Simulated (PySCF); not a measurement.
Which element holds O most strongly?

CCSD(T) in PySCF with def2-TZVPP on every atom (core potentials on Zr, Sn, Sb), for the lowest determinant that a PBE0 search found; no spin–orbit coupling. D0 is De less the harmonic zero-point energy.

```
 M  state (unpaired electrons)  Re (Å)  ωe (cm⁻¹)  D0(MO) (eV)
Sb               doublet (π ↑)   1.829        819         3.79
Si      singlet (closed shell)   1.521       1227         7.86
Zr          triplet (σ ↑, δ ↑)   1.740        940         7.46
Ge      singlet (closed shell)   1.636        981         6.65
 P               doublet (π ↑)   1.488       1224         5.67
Ga               doublet (σ ↑)   1.707        760         4.08
Sn      singlet (closed shell)   1.838        823         5.44
```

Order the elements by D0 and give the energy of SiO + Ge → GeO + Si.

Si > Zr > Ge > P > Sn > Ga > Sb; ΔE = 7.86 − 6.65 = +1.21 eV at CCSD(T)/def2-TZVPP. Close neighbours can swap at other levels.

Correlated steps freeze the inner cores (1 to 10 orbitals); shallow outer-core shells are correlated. UHF and ROHF references stand side by side, which adds small steps between rows. Spin–orbit coupling is left out, which matters for elements this heavy, above all for dissociation energies. Where the molecule has an RHF reference, its open-shell atoms are computed with UHF. The CCSD T1 diagnostic is raised in GaO, GeO, SiO, SnO, a sign that a single reference may not be enough there. States were picked by a PBE0 search and need not be the measured ground states.
